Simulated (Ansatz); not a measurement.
Cost and result up the ladder for the cluster Ge₃F₅ (the lowest doublet isomer of a short search) (8 atoms). Charge 0, multiplicity 2. Geometry: r2SCAN-D4/def2-SVP.

```xyz
8

Ge    0.444   -1.211    1.329
Ge   -1.575   -0.308   -1.243
Ge    0.455    1.004   -0.164
F     1.854   -1.880    0.526
F    -0.716   -1.743   -0.202
F    -2.425    0.181    0.232
F     0.049    2.541    0.545
F     1.914    1.416   -1.022
```

Ansatz on 4 threads of Arm Neoverse V1 on a shared host. Times are rough, and most runs start from the orbitals of an earlier one. PBE0-D4/def2-TZVP serves as the yardstick here, not as an exact answer. Differences are given only for rows in sets of like size (and for xTB, whose basis is part of the method), since another set adds its own error. Binding counts from free atoms at the same level (Ge triplet, F doublet; other spins of the atoms weren't run), without zero-point energy or a counterpoise term.

The 6-31G sets use Cartesian d functions. B3LYP takes the VWN-RPA correlation. Correlated methods freeze 32 core orbitals; core or outer-core shells of Ge are correlated, in sets that lack core-valence functions. The structure comes from a short search, and lower isomers may exist.

Correlated methods converge slowly with the basis.

| level | functions | wall time | binding energy per atom (eV) | difference from PBE0-D4/def2-TZVP (eV) | remarks |
| --- | --- | --- | --- | --- | --- |
| HF/STO-3G | 79 | 1.7 s | 2.21 | – | – |
| HF/6-31G | 132 | 3.2 s | 2.03 | – | – |
| PBE-D4/def2-SVP | 166 | 4.8 s | 3.89 | – | – |
| LDA (SPW92)/def2-TZVP (with forces) | 299 | 6 s | 4.48 | 0.85 | – |
| B3LYP-D4/6-31G | 132 | 6.5 s | 3.47 | – | – |
| PBE0-D4/def2-SVP | 166 | 8.5 s | 3.62 | – | – |
| PBE-D4/def2-TZVP | 299 | 9.5 s | 3.85 | 0.23 | – |
| r2SCAN-D4/def2-TZVP | 299 | 22 s | 3.73 | 0.10 | – |
| MP2/def2-TZVP | 299 | 34 s | 3.74 | 0.11 | spin-contaminated (⟨S²⟩ 0.85) |
| PBE0-D4/def2-TZVP | 299 | 35 s | 3.62 | 0.00 | – |
| HF/def2-TZVP | 299 | 37 s | 2.35 | -1.27 | spin-contaminated (⟨S²⟩ 0.85) |
